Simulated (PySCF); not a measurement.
**Ionisation energy of Ne⁺ by level of theory**

Ne⁺ [He] 2s2 2p5 (2P) → Ne²⁺ [He] 2s2 2p4 (3P), as a difference of total energies. All numbers are calculated (PySCF 2.14, the spin-free X2C one-electron Hamiltonian (Gaussian nucleus), in aug-cc-pCVTZ-DK). Correlated levels: valence and next inner shell: nothing frozen. The calculations carry no spin-orbit coupling.

```
                                method  ionisation energy (eV)
                                   UHF                  39.239
    MP2 (valence and next inner shell)                  40.781
SCS-MP2 (valence and next inner shell)                  40.765
   CCSD (valence and next inner shell)                  40.705
CCSD(T) (valence and next inner shell)                  40.742
```

Q: How much does correlation contribute at CCSD(T) (valence and next inner shell)?

A: 40.742 − (39.239) = 1.503 eV, measured against UHF.

Errors of the correlated levels include the incompleteness of this basis.

For comparison: 40.963 eV (measured; NIST Atomic Spectra Database, ionization energies).
